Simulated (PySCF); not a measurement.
Level of theory: PBE-D3(BJ)/def2-TZVP // BP86-D3(BJ)/def2-SVP run with PySCF. Gas-phase values, no solvent. One relaxed conformer stands for a flexible species; it need not be the lowest. 

Reference species: [Nb(Cl)3(OH)2] (neutral, multiplicity 1).

```json
{
 "HOMO": "-7.39 eV",
 "charge on the central atom (Mulliken)": "1.50 e",
 "HOMO–LUMO gap": "3.93 eV",
 "coordination_number": "5"
}
```

Changed species: [Nb(Cl)5] (0 of 5 Cl replaced by OH; the reference has 2 of 5 Cl replaced by OH).

**Question.** Give the shifts of the HOMO, charge on the central atom (Mulliken), HOMO–LUMO gap and coordination number.

**Answer.** the HOMO falls by 0.46 eV, to -7.85 eV; the charge on the central atom (Mulliken) falls by 0.39 e, to 1.11 e; the HOMO–LUMO gap falls by 1.11 eV, to 2.82 eV; the coordination number is nearly the same.
